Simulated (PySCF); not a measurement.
Two species compared at the same levels of theory.

First species: C3H12ClNSi4.
SMILES: `C([Si@]([SiH3])([Si@@H](N)[SiH2]C)Cl)#C`

Second species: C₇H₆FNSi.
Structure used (GFN2-xTB), in Å, numbered top down from 1:
```xyz
16
C7H6FNSi angstrom
N     -0.455   -1.574    3.770
C     -0.975   -1.165    2.835
Si    -1.817   -0.491    1.307
C     -0.441   -0.035    0.098
C      0.345    1.094    0.320
C      1.359    1.446   -0.549
C      1.587    0.650   -1.657
F      2.574    0.985   -2.513
C      0.830   -0.479   -1.912
C     -0.180   -0.811   -1.029
H     -2.665   -1.561    0.779
H     -2.564    0.693    1.738
H      0.161    1.708    1.189
H      1.971    2.319   -0.380
H      1.037   -1.078   -2.786
H     -0.776   -1.692   -1.221
```

Levels: PBE0/pcSseg-1 for dipole moment, HOMO energy, LUMO energy and HOMO–LUMO gap; GFN2-xTB for rotational constant A and rotational constant C. Geometries: GFN2-xTB. Each species is one conformer at its optimised geometry, gas phase, non-relativistic unless stated; the electronic structure was computed with PySCF and density fitting.

The conformers computed, where there is a choice (atom-mapped SMILES and torsion angles):
- `[CH:1]#[C:2][Si@@:3]([SiH3:4])([Cl:5])[Si@@H:6]([NH2:7])[SiH2:8][CH3:9]`: C2–Si3–Si6–N7 146°, Si3–Si6–Si8–C9 -122°, H–N7–Si6–Si3 63°, H–N7–Si6–Si3 -162°
- `[N:1]#[C:2][SiH2:3][c:4]1[cH:5][cH:6][c:7]([F:8])[cH:9][cH:10]1`: C2–Si3–C4–C5 -74°

```
             property   column X   column Y
        dipole moment     2.44 D     3.59 D
          HOMO energy   -7.02 eV   -7.80 eV
          LUMO energy   -1.29 eV   -1.18 eV
        HOMO–LUMO gap    5.73 eV    6.62 eV
rotational constant A  0.929 GHz  2.870 GHz
rotational constant C  0.388 GHz  0.523 GHz
```

**Question.** Which column belongs to which species?

**Answer.** Column X is the first species and column Y the second. The first has 21 atoms and 110 electrons, the second 16 and 78.

**Question.** How does each property change from the first species to the second?

**Answer.** dipole moment +1.15 D; HOMO energy -0.78 eV; LUMO energy +0.11 eV; HOMO–LUMO gap +0.89 eV; rotational constant A +1.941 GHz; rotational constant C +0.135 GHz.

On the first: In atomic units the dipole is 0.96 e·bohr (1 au = 2.5417 D). GFN2-xTB frequencies show an imaginary mode (39i cm⁻¹), so this geometry is no minimum at that level.

On the second: The dipole matches unit charges of opposite sign 0.75 Å apart (1 e·Å = 4.8032 D).
